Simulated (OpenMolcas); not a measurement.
# S: CASPT2 settings compared

```
Program             : OpenMolcas
Basis               : ANO-R3 [6s5p4d3f1g]
Scalar Hamiltonian  : X2C, finite nucleus
Active space        : 6 electrons in 8 orbitals (3s 3p 4s 4p)
State averaging     : 2S+1 = 3 even, 3 roots; 2S+1 = 1 even, 6 roots kept (CI in the orbitals of an earlier block); 2S+1 = 3 odd, 1 root
Spin-orbit coupling : state interaction with AMFI integrals over the reference wave functions, term energies averaged over their components
```

Methods on the same reference wave functions:
A. CASSCF
B. SS-CASPT2, IPEA 0.15 Eh, imaginary shift 0.4 Eh (closed shells correlated: none)
C. SS-CASPT2, IPEA 0.2 Eh, imaginary shift 0.5 Eh (closed shells correlated: 2s 2p)
D. XMS-CASPT2, IPEA 0.15 Eh, no level shift (closed shells correlated: 2s 2p)

Energies in cm⁻¹ above 3s² 3p⁴ ³P₂, the measured ground level; measured values from NIST Handbook of Basic Atomic Spectroscopic Data.

```json
{"Level": "3s² 3p⁴ ³P₂", "A": "0.0", "B": "0.0", "C": "0.0", "D": "0.0", "Measured": "0.0"}
{"Level": "3s² 3p⁴ ³P₁", "A": "357", "B": "358", "C": "358", "D": "358", "Measured": "396"}
{"Level": "3s² 3p⁴ ³P₀", "A": "520", "B": "522", "C": "522", "D": "522", "Measured": "574"}
{"Level": "3s² 3p⁴ ¹D₂", "A": "11476", "B": "9600", "C": "9540", "D": "9590", "Measured": "9239"}
{"Level": "3s² 3p⁴ ¹S₀", "A": "20654", "B": "22290", "C": "22490", "D": "23360", "Measured": "22180"}
```

Deviations, from unrounded energies. A percentage is the sum of absolute deviations over the sum of measured energies, with the sign that they share, or ± where signs differ.

```csv
Against measurement,Levels,A,B,C,D
mean absolute deviation (cm-1),4,960,140,180,410
fine structure of the ground term (%),2,-9.6,-9.3,-9.2,-9.2
other terms of the ground configuration (%),2,±12.0,+1.5,+1.9,+4.9
```

B lies closest to measurement on these levels and A furthest from it. The largest miss of B in the table is 3s² 3p⁴ ¹D₂, by +360 cm-1. The ranking rests on the paired levels alone, and a cruder setting can come out closer through cancelling errors.

Among B to D the level of the table that moves most is 3s² 3p⁴ ¹S₀, by 1100 cm-1 (lowest in B, highest in D). Moves below CASPT2's spread within the term are not significant.

The mean deviations of B to D differ by less than CASPT2's widest spread within a term (620 cm-1), so their order carries little weight.

From A to B the spin-free energies of the other terms of 3s² 3p⁴ shown, above ³P, scale by factors of 0.83 to 1.08.

The lowest spin-free term lies below A's lowest term by 0.116 hartree in B, 0.395 hartree in C, 0.400 hartree in D.

Term energies are means over components that CASPT2 splits; among the terms shown or strongly mixed into the levels shown the widest spread is 620 cm-1 (3s² 3p⁴ ¹D, D). Terms from blocks run as CI alone lack orbitals of their own. The run also gave levels led by 3s² 3p³ 4s, which use shells meant for correlation; these and all levels above them are left out. Without dynamic correlation excited terms often stand tens of per cent too high (terms of higher spin than the ground term too low), and those without a measured partner can miss by more than the paired ones (holds for A). Measured partners are found by configuration, term and J. A level has none where our copy of the source lacks it or the pairing is in doubt (some pairs that miss far off the trend of their configuration count as doubtful), and it then counts in no deviation. Only configurations of the active space appear. The table leaves out levels that lie high or whose names do not pair safely across all columns.
